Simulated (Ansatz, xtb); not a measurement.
## Relative energy of two isomers of C5H5BFP

Structure I is `BC1=C(F)C=CP=C1`, a singlet and structure II is `BC1=PC=C(F)C=C1`, a singlet. Both are isolated molecules in the gas phase, relaxed with PBE-D3(BJ)/def2-SVP; the shapes shown needn't be the lowest conformers.

I (Å):

```yaml
atoms:
  - { symbol: C, position_ang: [1.0330, -0.8259, -2.0621] }
  - { symbol: C, position_ang: [-0.2865, -0.4000, -2.3627] }
  - { symbol: C, position_ang: [-0.1518, 1.1775, -0.2140] }
  - { symbol: C, position_ang: [1.1358, 0.6647, -0.0476] }
  - { symbol: C, position_ang: [1.6849, -0.2811, -0.9268] }
  - { symbol: B, position_ang: [1.7249, -1.8692, -2.9765] }
  - { symbol: F, position_ang: [2.9327, -0.6887, -0.6487] }
  - { symbol: P, position_ang: [-1.2799, 0.7541, -1.5001] }
  - { symbol: H, position_ang: [2.8516, -2.2646, -2.7629] }
  - { symbol: H, position_ang: [1.1073, -2.2957, -3.9339] }
  - { symbol: H, position_ang: [-0.7476, -0.8552, -3.2570] }
  - { symbol: H, position_ang: [-0.5016, 1.9179, 0.5262] }
  - { symbol: H, position_ang: [1.7682, 0.9935, 0.7929] }
```

II (Å):

```tsv
atom	x (Å)	y (Å)	z (Å)
C	1.2512	-1.0865	-2.0904
C	1.0429	0.2955	-2.3360
C	0.5158	1.1976	-1.4102
C	0.1382	0.7884	-0.1174
C	0.2404	-0.5147	0.3757
B	1.8403	-2.0073	-3.1780
F	-0.3582	1.7381	0.6953
P	0.8629	-1.8616	-0.5499
H	2.1339	-1.5468	-4.2683
H	2.0154	-3.1917	-2.9581
H	1.3180	0.6842	-3.3320
H	0.3810	2.2583	-1.6683
H	-0.0965	-0.6835	1.4122
```

Question: Estimate which is lower in electronic energy at CCSD(T)/def2-SVP + ΔMP2/def2-TZVPP, and by roughly how much.

Answer: The CCSD(T)/def2-SVP + ΔMP2/def2-TZVPP calculation puts structure II lower, by 0.164 eV.

How the difference moves with the method:

| level | geometry | E(II) − E(I) (eV) | departure from the last row (eV) | job, with rough time for the two |
| --- | --- | --- | --- | --- |
| GFN2-xTB | GFN2-xTB | −0.059 | +0.105 | optimisation, 0.23 s |
| HF/STO-3G | GFN2-xTB | −0.049 | +0.116 | single point, 1.1 s |
| r2SCAN-D4/def2-SVP | GFN2-xTB | −0.129 | +0.035 | single point, 6 s |
| PBE-D3(BJ)/def2-SVP | PBE-D3(BJ)/def2-SVP | −0.135 | +0.030 | optimisation, 35 s |
| HF/def2-SVP | PBE-D3(BJ)/def2-SVP | −0.158 | +0.007 | part of the CCSD(T) run |
| MP2/def2-SVP | PBE-D3(BJ)/def2-SVP | −0.135 | +0.029 | part of the CCSD(T) run |
| CCSD(T)/def2-SVP | PBE-D3(BJ)/def2-SVP | −0.117 | +0.047 | single point |
| CCSD(T)/def2-SVP + ΔMP2/def2-TZVPP | PBE-D3(BJ)/def2-SVP | −0.164 |  | single point, 2 min |

As drawn, both hold the same kinds of bond in the same numbers.

None of the levels shown reverses the order. The largest departure from CCSD(T)/def2-SVP + ΔMP2/def2-TZVPP is that of HF/STO-3G, 0.116 eV. The last row adds to CCSD(T) the change of the MP2 difference between the two basis sets, here −0.047 eV.

With thermal terms from frequencies at re-optimised GFN2-xTB minima (ideal gas, soft modes damped towards free rotors, one conformer each, 298.15 K, 1 atm): the zero-point term adds +0.006 eV; ΔH is −0.161 and ΔG −0.147 eV.

The correlated steps freeze 12 core orbitals. Programs: Ansatz 0.2.0, xtb 6.7.1; the last row on 2 threads of Intel(R) Xeon(R) Platinum 8259CL CPU @ 2.50GHz (Skylake/Cascade Lake) on a shared host.
